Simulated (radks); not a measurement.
Q: The table gives one normalised radial function P(r) = r R(r) of Ta+ in [Xe] 4f14 5d2 6s1 6p1 (r in bohr). Method: scalar-relativistic Kohn-Sham, BLYP, spin-unpolarised, spherical densities, finite nucleus; Fermi nuclear charge, rms radius 5.3507 fm; computed with a radial shooting solver on a logarithmic mesh with Libxc functionals.

r	P
0.001091	0.0000
0.00128	0.0000
0.001491	0.0000
0.001749	0.0000
0.002036	0.0000
0.00239	0.0000
0.002782	0.0001
0.003239	0.0001
0.003801	0.0002
0.004425	0.0002
0.005192	0.0004
0.006045	0.0006
0.007094	0.0009
0.008258	0.0013
0.009691	0.0020
0.01128	0.0029
0.01313	0.0044
0.01541	0.0066
0.01794	0.0096
0.02106	0.0142
0.02451	0.0203
0.02877	0.0293
0.03349	0.0409
0.0393	0.0570
0.04575	0.0765
0.05326	0.1002
0.0625	0.1292
0.07276	0.1587
0.08539	0.1884
0.0994	0.2102
0.1167	0.2192
0.1358	0.2068
0.1594	0.1649
0.1855	0.0946
0.216	-0.0021
0.2535	-0.1199
0.2951	-0.2270
0.3463	-0.3084
0.4031	-0.3328
0.473	-0.2874
0.5507	-0.1765
0.6462	-0.0035
0.7523	0.1902
0.8758	0.3850
1.028	0.5632
1.197	0.6860
1.404	0.7539
1.635	0.7589
1.918	0.7093
2.233	0.6231
2.621	0.5077
3.051	0.3903
3.552	0.2785
4.168	0.1782
4.852	0.1055
5.694	0.0538
6.629	0.0248
7.779	0.0092
9.056	0.0030
10.63	0.0007
12.37	0.0002

Which n and l does it have? It may be an empty orbital.

A: n = 5, l = 2: the number of nodes gives n - l - 1 = 2, the rise at small r (about r^(l+1), flatter next to the nucleus through relativity) gives l, and the extent must fit the shell. The curve is that of 5d. 5d: eigenvalue -13.208 eV, 2 radial nodes at r = 0.215, 0.648 bohr, <r> = 1.99 bohr, 90 % of the charge inside 3.10 bohr.
